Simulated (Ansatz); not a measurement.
ZrTe2⁺, relaxed as a doublet with UKS PBE-D4/def2-TZVP in Ansatz, starting from the PBE-D4/def2-TZVP geometry of the neutral singlet. Force threshold 0.02 eV/Å.

In the def2 sets Te, Zr take a core potential; there is no spin–orbit coupling. The relaxation made no stability test and no search for a lower SCF solution. No other spin state of charge 1 was run. The structure comes from a short search, and lower isomers may exist.

Start:

```xyz
3

Zr   -0.1264    0.8713   -0.4696
Te   -1.5562   -1.2318   -0.8067
Te    1.6825    0.3604    1.2762
```

(1) Estimate the energy that the relaxation releases and the steps that it takes.

(2) Does the start keep its bonding and symmetry?

(3) Predict the relaxed structure.

Results:

(1) 4.8 kcal/mol, in 4 steps; 9 s on 4 threads of Arm Neoverse V1 on a shared host. No frequencies were taken in this run, so the end may be a saddle point.

(2) By distances, no bond broke or formed. The bond that changes most is Zr1–Te2, from 2.57 to 2.57 Å (atoms count from 1). Point group C2v at the start, C2v at the end, both within 0.05 Å.

(3) 
```xyz
3

Zr   -0.154    1.062   -0.572
Te   -1.334   -1.225   -0.622
Te    1.488    0.163    1.194
```
Bond lengths: 2 × Te–Zr 2.57 Å.
